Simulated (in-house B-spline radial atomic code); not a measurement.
Inner levels of molybdenum as electrons are removed. A shift is the extra binding of the orbital against the neutral atom ([Kr] 4d5 5s1). Computed with an all-electron radial atomic-structure program (B-spline basis): non-relativistic Hartree-Fock, average of the configuration, point nuclei.

This level leaves out relativity, spin-orbit splitting included, which matters for heavy ions.

| ion | configuration | shift of 1s (eV) | radius of 1s (bohr) | Σ<r²> (bohr²) | change of density at nucleus (bohr⁻³) |
| --- | --- | --- | --- | --- | --- |
| Mo29+ | [Ne] 3s2 3p1 | 1498.08 | 0.036275 | 0.67132 | 384.94 |
| Mo30+ | [Ne] 3s2 | 1593.94 | 0.036268 | 0.51294 | 429.83 |
| Mo31+ | [Ne] 3s1 | ? | ? | ? | ? |
| Mo32+ | [He] 2s2 2p6 | ? | ? | ? | ? |
| Mo33+ | [He] 2s2 2p5 | 2008.04 | 0.036233 | 0.16331 | -593.22 |
| Mo34+ | [He] 2s2 2p4 | 2243.34 | 0.0362 | 0.1397 | -464.8 |
| Mo35+ | [He] 2s2 2p3 | 2482.81 | 0.036167 | 0.11708 | -333.4 |
| Mo36+ | [He] 2s2 2p2 | 2726.43 | 0.036132 | 0.09542 | -199 |
| Mo37+ | [He] 2s2 2p1 | 2974.18 | 0.036096 | 0.074659 | -61.583 |
| Mo38+ | [He] 2s2 | ? | ? | ? | ? |
| Mo39+ | [He] 2s1 | 3444.12 | 0.036054 | 0.028755 | -2535.27 |
| Mo40+ | 1s2 | 3664.78 | 0.036036 | 0.0034669 | -5231.3 |
| Mo41+ | 1s1 | 4374.55 | 0.035714 | 0.0017007 | -28068.9 |

Q: Fill in the row of Mo31+.

A: shift of 1s (eV): 1684.73; radius of 1s (bohr): 0.036267; Σ<r²> (bohr²): 0.34803; change of density at nucleus (bohr⁻³): -133.63.

Q: Fill in the row of Mo32+.

A: shift of 1s (eV): 1776.93; radius of 1s (bohr): 0.036264; Σ<r²> (bohr²): 0.18799; change of density at nucleus (bohr⁻³): -718.66.

Q: Fill in the row of Mo38+.

A: shift of 1s (eV): 3226.05; radius of 1s (bohr): 0.036059; Σ<r²> (bohr²): 0.054753; change of density at nucleus (bohr⁻³): 78.851.
